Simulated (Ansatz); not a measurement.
H₄NOSbSn, relaxed with RKS PBE0-D4/def2-TZVP in the Gaussian-basis code of Ansatz from a GFN2-xTB geometry. The force threshold is 0.005 eV/Å; the program also tests the step.

Total charge 0; spin multiplicity 1. Sn, Sb takes the def2 core potential.

Start:

```xyz
8

N    -0.072    1.215   -0.094
Sn   -0.278   -0.633   -0.903
O    -0.012   -1.262    0.967
Sb    0.115    0.503    1.853
H    -0.836    1.866   -0.234
H     1.048   -1.062   -1.831
H    -1.776   -1.201   -1.442
H     1.810    0.575    1.685
```

```tsv
step	energy (eV)	largest force (eV/Å)	largest move (Å)
1	-15969.2483	0.565	0.000
2	-15969.2576	0.502	0.194
3	-15969.3094	0.167	0.088
4	-15969.3115	0.054	0.018
5	-15969.3117	0.042	0.015
6	-15969.3120	0.017	0.008
7 (rejected)	-15969.3120	0.128	0.019
8	-15969.3122	0.023	0.009
9	-15969.3123	0.002	0.014
10	-15969.3123	0.003	0.009
```

End:

```xyz
8

N    -0.118    1.224   -0.093
Sn   -0.265   -0.666   -0.875
O    -0.022   -1.252    1.010
Sb    0.158    0.541    1.831
H    -0.928    1.824   -0.208
H     1.066   -1.124   -1.839
H    -1.774   -1.116   -1.538
H     1.884    0.569    1.712
```

Hardware: 4 threads of an Arm Neoverse V1 on a shared host. Wall time 45 s, peak host memory 0.51 GiB.
